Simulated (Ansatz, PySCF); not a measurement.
Reaction (SMILES): BrBBr + 2 [H][H] (H2) -> B (BH3) + 2 Br (HBr)
Geometries: B3LYP-D3(BJ)/def2-TZVP minima from Ansatz (an electronic-structure program). Frequencies are from Ansatz or PySCF.

Wanted: energy of full hydrogenation (0 K, with B3LYP-D3(BJ) harmonic zero-point energies), in eV. Correlated levels leave the core frozen unless marked. No spin-orbit coupling. Frozen are the shells of the preceding noble gas and the d and f shells that filled before the atom's block. Non-relativistic. Basis-set limits of correlation are two-point, X^-3; Hartree-Fock from the larger set.

CCSD(T)/CBS(aug-cc-pVTZ,aug-cc-pVQZ) (Ansatz) gives 1.50 eV.

Question: Another calculation gave 1.51 eV. Which level was it?
A) BHLYP/def2-TZVPD (Ansatz)
B) HF/def2-TZVPD (PySCF)
C) HSE06/def2-TZVPD (Ansatz)
D) LC-wPBE/def2-TZVPD (Ansatz)

Answer: C, HSE06/def2-TZVPD (Ansatz). The others give 1.38 (LC-wPBE), 1.25 (BHLYP), 1.00 (HF) eV.
